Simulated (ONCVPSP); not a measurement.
## O: variants of one ONCV potential

Base potential:

| Quantity | Value |
| --- | --- |
| Element | O |
| Generator | ONCVPSP 4.0.1 |
| Type | optimised norm-conserving Vanderbilt (ONCV) |
| Functional | PBE |
| Relativity | scalar-relativistic |
| Frozen core | [He] |
| Valence charge | 6 |
| Reference configuration | 2s2 2p4 |
| Partial waves | 2s: rc 0.95 bohr, ncon 5, nbas 9, qcut 5.6 1/bohr, 3 projectors, debl 0.5 Ha; 2p: rc 1.90 bohr, ncon 5, nbas 9, qcut 5.9 1/bohr, 2 projectors, debl 1.7 Ha; d scattering state at 0.08 Ha: rc 1.45 bohr, ncon 3, nbas 6, qcut 5.9 1/bohr, 2 projectors, debl 1.9 Ha |
| Local potential | polynomial inside 0.70 bohr (lpopt 5, dvloc0 4 Ha) |
| Core correction | polynomial model core, fcfact 0.3 |

In the s channel the program set the typed energies aside and used -0.881, 0.250, 0.750 Ha.

All-electron outer shells of the reference configuration (PBE, scalar-relativistic, ld1.x):

```tsv
shell	level (eV)	outermost node (bohr)	outermost maximum (bohr)
1s	-514.70	–	0.13
2s	-23.96	0.28	0.87
2p	-9.03	–	0.82
```

Cutoffs, loose and tight: the cutoffs (Ha) at which the residual kinetic energy of the hardest occupied pseudo-wave falls to 1 and 0.1 mHa per electron. They do not see the model core or the augmentation charge, which bear on the density cutoff. Test errors are all-electron minus pseudo excitation energies from the reference, over the configurations 2s2 2p3; 2s2 2p2; 2s2 2p1; 2s1 2p5. A dash means not determined; rows that change the core or the reference have their own tests.

A true bound ghost makes a file unfit for plane-wave use even where its test errors are small: the radial tests pick states by their node count and pass the ghost by.

```tsv
change	outcome	cutoff, loose	cutoff, tight	bound ghosts	GHOST(+) flags above zero	largest test error (meV)
base	generated, projector energies reset by the program	203 Ha	249 Ha	s	s	+2544
d: qcut 9.1	generated, projector energies reset by the program	203 Ha	249 Ha	s	s	+2544
s: rc 1.26	generated, projector energies reset by the program	52 Ha	130 Ha	s	none	+2618
local potential polynomial inside 0.70 bohr (lpopt 5, dvloc0 -1.5 Ha)	generated, projector energies reset by the program	203 Ha	249 Ha	s	s, d	+2550
d: nproj 3	generated, projector energies reset by the program	203 Ha	249 Ha	s	s	+2544
s: qcut 5.5; p: qcut 5.8; d: qcut 5.8	generated, projector energies reset by the program	205 Ha	250 Ha	s	s	+2620
d: rc 2.06	generated, projector energies reset by the program	203 Ha	249 Ha	s	s	+2544
```

What comes out with this change to the base: p: ncon 4, nbas 8?

outcome: generated, projector energies reset by the program; cutoff, loose: 203 Ha; cutoff, tight: 249 Ha; bound ghosts: s; GHOST(+) flags above zero: s; largest test error (meV): +3102.

What comes out with this change to the base: s: debl 4.5?

outcome: generated; cutoff, loose: 203 Ha; cutoff, tight: 249 Ha; bound ghosts: none; GHOST(+) flags above zero: s; largest test error (meV): +2547.
